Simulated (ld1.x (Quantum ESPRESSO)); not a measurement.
# What one change does to a pseudopotential (Pb (Z = 82), TM)

* Element: Pb
* Generator: ld1.x (Quantum ESPRESSO) 7.5
* Type: norm-conserving Troullier–Martins (Kleinman–Bylander form)
* Functional: LDA (PZ)
* Relativity: scalar-relativistic
* Frozen core: [Xe] 4f14 5d10
* Valence charge: 4
* Reference configuration: 6s1.75 6p2.25
* Partial waves: 6p (bound): rc 2.45 bohr; 6d channel at 0.5 Ry: rc 1.95 bohr; 6s (bound): rc 1.85 bohr
* Local potential: the s channel
* Core correction: none

All-electron outer shells of the reference configuration (LDA (PZ), scalar-relativistic, ld1.x):

```
shell  level (eV)  outermost node (bohr)  outermost maximum (bohr)
   5p      -86.42                   0.49                      0.88
   5d      -21.72                   0.52                      1.07
   6s      -12.62                   1.01                      1.95
   6p       -3.89                   1.18                      2.63
```

Change: wave 6p (bound): rc 2.45 bohr becomes 6p (bound): rc 2.02 bohr.

Cutoffs: the cutoffs (Ry, on a coarse ladder) from which the occupation-weighted sum of valence levels, in a spherical-Bessel basis at the reference potential, stays within 10 and 1 mRy of its value at 400 Ry; they do not see the model core or the augmentation charge, which bear on the density cutoff. Errors are all-electron minus pseudo energies relative to the spin-unpolarised reference configuration.

What does the change do?

The potential gets harder (21 Ry and 45 Ry → 25 Ry and 50 Ry); both files keep a bound ghost (d); of the 9 tests that both files solve, the error grows in 3 and shrinks in 0 by more than 15 % and 0.3 meV (median size 13.9 → 14.5 meV). A smaller radius makes the pseudo-wave follow the all-electron one further in, where it bends more sharply, so more plane waves are needed. That the errors move this way runs against the usual rule that smaller radii transfer better.

| quantity | base | changed |
| --- | --- | --- |
| cutoff, loose | 21 Ry | 25 Ry |
| cutoff, tight | 45 Ry | 50 Ry |
| loose cutoff by channel (10 mRy a level) | p 8 Ry, s 18 Ry | p 18 Ry, s 18 Ry |
| bound ghosts | d | d |
| error for 6s2 6p2, meV [ΔE -2.17 eV] | +1.5 | +1.8 |
| error for 6s2 6p1, meV [ΔE 4.67 eV] | +14 | +14 |
| error for 6s2 6p0, meV [ΔE 18.43 eV] | +79 | +77 |
| error for 6s2 6p1.5, meV [ΔE 0.44 eV] | +4.7 | +5.2 |
| error for 6s1 6p0, meV [ΔE 51.31 eV] | +279 | +262 |
| error for 6s2 6p2.3, meV [ΔE -3.02 eV] | +1.3 | +1.6 |
| error for 6s1 6p3, meV [ΔE 6.65 eV] | +11 | +14 |
| error for 6s1.75 6p2.25 (spin-polarised), meV [ΔE -0.70 eV] | +190 | +186 |
| error for 6s2 6p2 (spin-polarised), meV [ΔE -2.62 eV] | +91 | +89 |

 A true bound ghost makes a file unfit for plane-wave use even where its test errors are small: the radial tests pick states by their node count and pass the ghost by.
